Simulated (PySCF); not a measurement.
## Which determinant of RbSi⁺ lies lowest?

Unrestricted PBE0; Rb def2-SVPD with ECP28, Si def2-SVPD; scalar-relativistic core potentials (PySCF 2.14). Outer shells of the fragments: Rb+ closed shells only; Si 3s2 3p2.

Followed along the bond (rough minima from three points):

| 2Ms+1 | unpaired | ⟨S²⟩ at the start | R at minimum (Å) | Te (eV) |
| --- | --- | --- | --- | --- |
| 3 | σ ↑, π ↑ | 2.00 | 3.87 | 0.00 |
| 1 | σ ↑, π ↓ | 1.01 | 3.88 | 0.27 |
| 1 | none | 0.00 | 3.84 | 0.93 |
| 3 | π ↑↑ | 2.01 | none in the scan | ≤ 0.33 |
| 1 | π ↑↓ | 1.01 | none in the scan | ≤ 0.62 |

Solutions found at the starting distance of 3.275 Å, counted from the lowest of them; the search is not exhaustive and high or unbound solutions are not listed, so other states can lie among these:

| 2Ms+1 | unpaired | term | E (eV) | ⟨S²⟩ | ⟨Lz²⟩ | μ (D) |
| --- | --- | --- | --- | --- | --- | --- |
| 3 | σ ↑, π ↑ | ³Π | 0.00 | 2.00 | 1.01 | -1.81 |
| 1 | σ ↑, π ↓ | mixed | 0.28 | 1.01 | 1.01 | -1.79 |
| 3 | π ↑↑ | ³Σ⁻ | 0.29 | 2.01 | 0.00 | -2.12 |
| 1 | π ↑↓ | mixed | 0.58 | 1.01 | 2.03 | -2.11 |
| 1 | none | ¹Σ⁺ | 1.01 | 0.00 | 0.00 | -1.23 |
| 1 | none | mixed | 1.62 | 0.00 | 2.00 | -1.95 |
| 3 | σ ↑↑ | ³Σ⁺ | 4.91 | 2.01 | 0.00 | 8.14 |
| 3 | σ ↑↑, π ↑↓ | mixed | 5.91 | 3.00 | 2.01 | -2.00 |
| 3 | π ↑↑ | mixed | 6.32 | 2.01 | 2.01 | 3.52 |
| 3 | σ ↑, δ ↑ | ³Δ | 6.84 | 2.00 | 4.00 | 2.50 |
| 1 | σ ↑, δ ↓ | mixed | 6.87 | 1.01 | 4.00 | 2.70 |
| 3 | σ ↑↑ | mixed | 6.87 | 2.01 | 2.00 | -1.89 |

A term symbol is given only where ⟨S²⟩ and ⟨Lz²⟩ are close to those of a pure state; real π, δ and φ orbitals otherwise mix terms. A positive dipole points towards Si; it is taken about the centre of mass and depends on that origin.

Spin–orbit coupling is left out.
